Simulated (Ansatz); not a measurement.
Relaxation of AlH5OSn (8 atoms, charge 0, multiplicity 1), to a largest force component of 0.015 eV/Å in at most 40 steps.

Theory: RKS PBE/def2-SVP (Ansatz).

```xyz
8
Properties=species:S:1:pos:R:3:forces:R:3
O -2.039 0.462 -0.604 -1.85 0.20 -0.03
Sn -0.220 0.953 -0.147 2.27 0.86 0.59
Al 1.003 -1.231 0.625 1.14 0.08 0.35
H -1.935 -0.234 -1.259 -0.26 -0.59 -0.52
H 0.596 1.612 -1.567 -0.20 0.09 0.14
H -0.205 2.150 1.147 -0.25 -0.15 -0.37
H 0.285 -2.625 0.677 -0.22 -0.44 -0.01
H 2.608 -1.144 1.072 -0.63 -0.06 -0.16
```

Where does it end, and by what steps?

It converged. The force dipped under the threshold on the way, but the program's further checks kept it going. After 19 steps the energy has fallen by 0.249 eV; H8 moved furthest, 0.65 Å.

```csv
step,energy less start (eV),largest force component (eV/Å),accepted
0,0.0000,2.272,yes
1,-0.2236,0.490,yes
2,-0.2380,0.190,yes
3,-0.2408,0.131,yes
4,-0.2420,0.153,yes
5,-0.2443,0.019,yes
6,-0.2296,0.991,no
7,-0.2456,0.013,yes
8,-0.2467,0.056,yes
9,-0.2468,0.075,yes
10,-0.2473,0.093,yes
11,-0.2480,0.048,yes
12,-0.2485,0.017,yes
13,-0.2488,0.016,yes
14,-0.2489,0.051,yes
15,-0.2492,0.017,yes
16,-0.2493,0.020,yes
17,-0.2493,0.015,yes
18,-0.2493,0.016,no
19,-0.2494,0.009,yes
```

```xyz
8
Properties=species:S:1:pos:R:3
O -2.060 0.546 -0.426
Sn -0.079 0.968 -0.220
Al 1.127 -1.273 0.633
H -2.157 -0.258 -0.972
H 0.495 1.603 -1.742
H -0.156 2.282 0.904
H 0.565 -2.679 0.104
H 2.356 -1.246 1.662
```

Whether the end is a true minimum wasn't checked by a vibrational analysis.

The run took 44 s on 1 CPU thread of a shared host.
